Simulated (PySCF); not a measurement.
This PySCF input asks for the NMR shieldings of `InChI=1S/C4H10OSSi/c1-3-4(5-2)7(3)6/h3-4,6-7H,1-2H3/t3-,4-,7-/m0/s1`; the geometry comes from GFN2-xTB.

```python
import basis_set_exchange as bse
import numpy as np
from pyscf import gto, dft
from pyscf.prop import nmr

atoms = """
C     1.888022   -0.594783    1.037936
O     1.156643    0.465992    0.467677
C    -0.190969    0.495764    0.850390
C    -1.213946   -0.310768    0.003279
C    -0.701065   -1.216673   -1.092535
Si   -1.327138    1.565604   -0.210905
S    -0.346187    2.466727   -1.878419
H     1.475937   -1.568530    0.757666
H     1.896539   -0.516492    2.131836
H     2.905403   -0.507723    0.660228
H    -0.322641    0.413386    1.929186
H    -1.974211   -0.786280    0.614963
H    -1.473693   -1.388516   -1.840222
H    -0.401655   -2.184340   -0.688472
H     0.158386   -0.767435   -1.585758
H    -2.398203    2.366007    0.331470
H     0.861780    2.080090   -1.498228
"""
names = dict.fromkeys(["C", "O", "Si", "S", "H"], "pcSseg-1")
basis = {el: gto.basis.parse(bse.get_basis(n, elements=[el], fmt="nwchem")) for el, n in names.items()}
mol = gto.M(atom=atoms, basis=basis, charge=0, verbose=0)
mf = dft.RKS(mol, xc="PBE0")
mf.grids.level = 2
mf.grids.alignment = dft.numint.BLKSIZE   # the property module wants whole blocks of grid points
mf.conv_tol = 1e-9
mf.kernel()

calc = nmr.RKS(mf)   # GIAO
C = mf.mo_coeff
Co = C[:, mf.mo_occ > 0]
resp = mf.gen_response(singlet=True, hermi=2)
def vind(x):   # induced exchange potential for any number of trial vectors
    d = np.einsum("pi,xij,qj->xpq", C, 2 * x.reshape(-1, C.shape[1], Co.shape[1]), Co, optimize=True)
    return np.einsum("xpq,pi,qj->xij", resp(d - d.transpose(0, 2, 1)), C, Co, optimize=True).ravel()
mo1, _ = nmr.rhf.solve_mo1(calc, with_cphf=vind)
sigma = calc.kernel(mo1)
for i, s in enumerate(sigma):   # ppm
    print("%2d %-2s %9.2f" % (i, mol.atom_pure_symbol(i), np.trace(s) / 3))
```

Q: Give the expected output.

A: 
```
 0 C     123.33
 1 O     323.89
 2 C     125.22
 3 C     167.51
 4 C     178.22
 5 Si    437.11
 6 S     838.34
 7 H      28.35
 8 H      28.33
 9 H      27.85
10 H      28.27
11 H      30.73
12 H      30.25
13 H      30.32
14 H      30.34
15 H      27.75
16 H      31.00
```

These numbers come from an equivalent density-fitted implementation of the same equations, which agrees with the script to about 0.01 ppm for H and up to a few tenths of a ppm for heavy atoms, so last digits may differ.

Q: Turn these shieldings into chemical shifts. Shifts are taken against calculated references (same method and geometry level): ¹³C (186.93 ppm), ²⁹Si (349.16 ppm), ¹H (31.72 ppm) vs TMS; ¹⁷O (336.08 ppm) vs H2O; ³³S (503.73 ppm) vs CS2.

A: Averaging equivalent atoms: C 0: 63.6; C 2: 61.7; C 3: 19.4; C 4: 8.7; O 1: 12.2; Si 5: -87.9; S 6: -335; H 15: 3.96; H 7/8/9: 3.54; H 10: 3.44; H 12/13/14: 1.41; H 11: 0.99; H 16: 0.72 ppm. Experimental scales use liquid or dissolved standards, which lie at an offset from isolated H2O (liquid H2O: subtract about 36 ppm).

Size and cost of the density-fitted run: 183 basis functions, 18 s wall time on 1 thread of an AMD EPYC 9R45 96-Core, shared host; peak memory 0.76 GiB.
